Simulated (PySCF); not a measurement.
Record of a relaxation.

C9H16.
Atom-mapped SMILES: `[CH3:1][C@@H:2]1[CH2:3][C@H:4]2[CH2:5][C@H:6]([CH2:7]2)[C@H:8]1[CH3:9]` (hydrogens: H10, H11, H12 on C1; H13 on C2; H14, H15 on C3; H16 on C4; H17, H18 on C5; H19 on C6; H20, H21 on C7; H22 on C8; H23, H24, H25 on C9)

Method: PBE0-D3(BJ)/def2-SVP geometry optimisation, gas phase in PySCF 2.14.0; density fitting, grid level 1; the optimiser is geomeTRIC in internal coordinates, started from a GFN2-xTB structure with every atom displaced at random (about 0.01 Å). The frame can shift and turn from step to step; on so coarse a grid that alone can change the energy by a few meV, and forces under 0.02 eV/Å are noise.

Step 0: E = -9576.0589 eV, largest atomic force 2.629 eV/Å
```
atom  x, y, z in Å  |  force x, y, z in eV/Å
C1     -2.030   -1.317    0.233   -0.893   1.928  -0.191
C2     -0.852   -0.548   -0.341    0.055   0.035   0.178
C3      0.320   -1.513   -0.524    1.415   0.717   0.703
C4      1.709   -0.774   -0.460   -2.582   0.230   0.440
C5      1.520    0.644   -1.013    0.654   0.285   0.677
C6      0.996    1.021    0.393    0.416  -0.841  -0.138
C7      1.841   -0.157    0.938   -1.332  -0.054  -0.391
C8     -0.474    0.690    0.521   -0.794   0.063  -0.288
C9     -1.348    1.894    0.156    0.974  -0.861  -1.097
H10    -2.310   -2.137   -0.399   -0.209  -0.854  -0.522
H11    -2.926   -0.642    0.305    0.455  -0.479   0.004
H12    -1.823   -1.670    1.231    0.223  -0.366   0.678
H13    -1.153   -0.163   -1.340    0.148  -0.116   0.212
H14     0.219   -2.027   -1.464   -0.088  -0.495  -0.794
H15     0.318   -2.280    0.272   -0.047   0.000  -0.071
H16     2.492   -1.378   -0.830    1.252  -0.974  -0.609
H17     2.489    1.124   -1.210    0.021   0.079  -0.086
H18     0.853    0.806   -1.846   -0.350   0.051  -0.692
H19     1.216    2.006    0.781    0.119   0.665   0.199
H20     1.394   -0.704    1.783    0.176  -0.101   0.072
H21     2.842    0.130    1.148    1.294   0.373   0.399
H22    -0.683    0.427    1.568    0.049   0.025   0.254
H23    -1.161    2.728    0.798    0.088   0.841   0.776
H24    -1.108    2.222   -0.877   -0.081  -0.063   0.188
H25    -2.388    1.629    0.176   -0.965  -0.089   0.100
```

Step 1: E = -9576.2970 eV, largest atomic force 0.596 eV/Å
```
atom  x, y, z in Å  |  force x, y, z in eV/Å
C1     -1.935   -1.414    0.255    0.024  -0.249  -0.010
C2     -0.704   -0.704   -0.284    0.042   0.053   0.035
C3      0.490   -1.662   -0.453   -0.040   0.002  -0.215
C4      1.821   -0.911   -0.436    0.363  -0.444  -0.161
C5      1.667    0.519   -0.994   -0.183   0.028  -0.127
C6      1.139    0.890    0.409   -0.018   0.212   0.084
C7      2.000   -0.264    0.948    0.285   0.103   0.107
C8     -0.351    0.554    0.548    0.063  -0.091  -0.043
C9     -1.224    1.731    0.146   -0.118   0.191   0.141
H10    -2.221   -2.269   -0.386    0.048   0.106   0.090
H11    -2.803   -0.743    0.316   -0.052   0.045   0.007
H12    -1.740   -1.806    1.270   -0.041   0.017  -0.089
H13    -0.950   -0.336   -1.295   -0.004   0.017  -0.008
H14     0.366   -2.222   -1.401    0.023   0.082   0.156
H15     0.495   -2.419    0.352    0.024   0.003   0.010
H16     2.650   -1.543   -0.830   -0.301   0.231   0.150
H17     2.641    0.986   -1.193    0.044  -0.009   0.007
H18     1.011    0.681   -1.869    0.066  -0.009   0.066
H19     1.347    1.907    0.790   -0.025  -0.081  -0.037
H20     1.629   -0.819    1.824   -0.036  -0.029   0.055
H21     3.045    0.052    1.140   -0.240  -0.076  -0.093
H22    -0.535    0.328    1.615   -0.004   0.013   0.013
H23    -1.052    2.606    0.802   -0.041  -0.158  -0.101
H24    -1.004    2.044   -0.886    0.019   0.010  -0.053
H25    -2.299    1.482    0.193    0.101   0.033   0.016
```

Step 2: E = -9576.3057 eV, largest atomic force 0.120 eV/Å
```
atom  x, y, z in Å  |  force x, y, z in eV/Å
C1     -1.932   -1.423    0.249   -0.010  -0.015  -0.010
C2     -0.703   -0.701   -0.283    0.008   0.026   0.035
C3      0.490   -1.660   -0.453   -0.025   0.009  -0.029
C4      1.822   -0.917   -0.432    0.074  -0.092  -0.023
C5      1.664    0.513   -0.997   -0.019   0.024  -0.020
C6      1.139    0.894    0.408    0.008   0.020   0.005
C7      2.000   -0.261    0.950    0.038   0.021   0.036
C8     -0.350    0.557    0.549    0.004  -0.051  -0.024
C9     -1.225    1.739    0.151   -0.015   0.030   0.005
H10    -2.209   -2.272   -0.396    0.011   0.012   0.003
H11    -2.806   -0.756    0.310    0.002  -0.001   0.000
H12    -1.743   -1.821    1.260   -0.002   0.005  -0.005
H13    -0.950   -0.330   -1.294   -0.004   0.001   0.001
H14     0.367   -2.218   -1.397   -0.002   0.007   0.015
H15     0.495   -2.416    0.353   -0.003  -0.007   0.006
H16     2.642   -1.545   -0.820   -0.050   0.052   0.033
H17     2.641    0.976   -1.198    0.008   0.000   0.007
H18     1.011    0.671   -1.871    0.013   0.001   0.005
H19     1.347    1.910    0.782   -0.004  -0.009  -0.012
H20     1.629   -0.811    1.831   -0.007   0.001  -0.004
H21     3.041    0.052    1.134   -0.030  -0.006  -0.028
H22    -0.533    0.333    1.617   -0.004   0.003   0.003
H23    -1.050    2.607    0.807    0.001  -0.021  -0.006
H24    -1.006    2.053   -0.883    0.002  -0.007   0.003
H25    -2.297    1.493    0.203    0.006  -0.004   0.004
```

Step 3: E = -9576.3063 eV, largest atomic force 0.022 eV/Å
```
atom  x, y, z in Å  |  force x, y, z in eV/Å
C1     -1.933   -1.423    0.246   -0.007   0.006  -0.004
C2     -0.703   -0.700   -0.282    0.007   0.010   0.007
C3      0.489   -1.660   -0.452    0.006   0.009   0.009
C4      1.823   -0.918   -0.430   -0.015  -0.005   0.001
C5      1.666    0.512   -0.997   -0.008   0.002   0.000
C6      1.139    0.895    0.406    0.007  -0.004  -0.003
C7      2.002   -0.258    0.950   -0.016  -0.004   0.014
C8     -0.350    0.556    0.549    0.002  -0.013  -0.006
C9     -1.226    1.737    0.154   -0.003   0.006  -0.002
H10    -2.207   -2.270   -0.402    0.000  -0.004  -0.004
H11    -2.808   -0.756    0.306    0.002  -0.003  -0.001
H12    -1.747   -1.823    1.256    0.001   0.000   0.005
H13    -0.949   -0.328   -1.293    0.002  -0.001  -0.003
H14     0.365   -2.218   -1.395    0.001  -0.004  -0.006
H15     0.492   -2.415    0.354    0.001  -0.001   0.000
H16     2.642   -1.545   -0.815    0.010  -0.007  -0.003
H17     2.644    0.974   -1.196    0.000  -0.003   0.006
H18     1.016    0.669   -1.873    0.001   0.003  -0.006
H19     1.347    1.912    0.777   -0.004   0.006  -0.002
H20     1.630   -0.805    1.834    0.001   0.002  -0.003
H21     3.041    0.055    1.129    0.010   0.004  -0.008
H22    -0.531    0.333    1.618    0.004  -0.002   0.001
H23    -1.051    2.603    0.810    0.002   0.006   0.004
H24    -1.010    2.052   -0.880   -0.001  -0.002   0.002
H25    -2.298    1.490    0.209   -0.003  -0.002   0.001
```

Step 4: E = -9576.3064 eV, largest atomic force under 0.02 eV/Å
```
atom  x, y, z in Å  |  force x, y, z in eV/Å
C1     -1.934   -1.423    0.243   -0.002   0.004  -0.002
C2     -0.703   -0.700   -0.283   -0.002   0.002  -0.001
C3      0.489   -1.660   -0.451    0.002   0.000   0.009
C4      1.823   -0.919   -0.429   -0.014   0.013   0.002
C5      1.666    0.511   -0.998   -0.001  -0.003   0.002
C6      1.139    0.896    0.405    0.006  -0.003  -0.003
C7      2.002   -0.256    0.951   -0.011  -0.003   0.003
C8     -0.350    0.556    0.549   -0.005   0.001   0.001
C9     -1.227    1.737    0.157    0.000  -0.004   0.002
H10    -2.206   -2.270   -0.406   -0.001  -0.003  -0.002
H11    -2.809   -0.757    0.302    0.000  -0.001  -0.001
H12    -1.749   -1.823    1.253    0.000   0.000   0.002
H13    -0.947   -0.327   -1.293    0.004   0.000  -0.001
H14     0.366   -2.219   -1.394   -0.001  -0.003  -0.004
H15     0.491   -2.416    0.355    0.000   0.000  -0.001
H16     2.643   -1.545   -0.812    0.011  -0.009  -0.005
H17     2.645    0.973   -1.196    0.001  -0.001   0.003
H18     1.017    0.667   -1.874    0.001   0.002  -0.002
H19     1.346    1.913    0.775   -0.003   0.004  -0.001
H20     1.631   -0.802    1.835    0.002   0.001   0.000
H21     3.042    0.057    1.127    0.007   0.003  -0.001
H22    -0.530    0.332    1.618    0.004  -0.004   0.000
H23    -1.051    2.603    0.813    0.001   0.004   0.002
H24    -1.013    2.053   -0.878   -0.001   0.000   0.000
H25    -2.298    1.489    0.213   -0.002   0.000   0.000
```

Q: Summarise the path.

A: The energy falls by 0.2475 eV from step 0 to step 4; nine tenths of that is first reached at step 1. It falls at every step. The largest force goes from 2.629 to under 0.02 eV/Å. Among the bonds C3–C4 changes most, from 1.574 to 1.526 Å; the atoms move by 0.050 Å rms after alignment.

Q: Follow the three bonds and two angles with the largest change from start to end.

A: 
| step | E above end (eV) | largest force (eV/Å) | C3–C4 (Å) | C4–H16 (Å) | C7–H21 (Å) | C1–C2–C3 (°) | H23–C9–H25 (°) |
| --- | --- | --- | --- | --- | --- | --- | --- |
| 0 | 0.2475 | 2.629 | 1.574 | 1.055 | 1.063 | 108.7 | 110.5 |
| 1 | 0.0094 | 0.596 | 1.529 | 1.114 | 1.109 | 112.1 | 107.8 |
| 2 | 0.0007 | 0.120 | 1.526 | 1.104 | 1.102 | 111.6 | 107.6 |
| 3 | 0.0001 | 0.022 | 1.527 | 1.101 | 1.100 | 111.6 | 107.6 |
| 4 | 0.0000 | under 0.02 | 1.526 | 1.101 | 1.100 | 111.6 | 107.6 |

The cost below is that of the whole optimisation. Time: 2.0 min wall; peak memory 0.84 GiB. Hardware: one thread of an AMD EPYC 7R43, shared host.
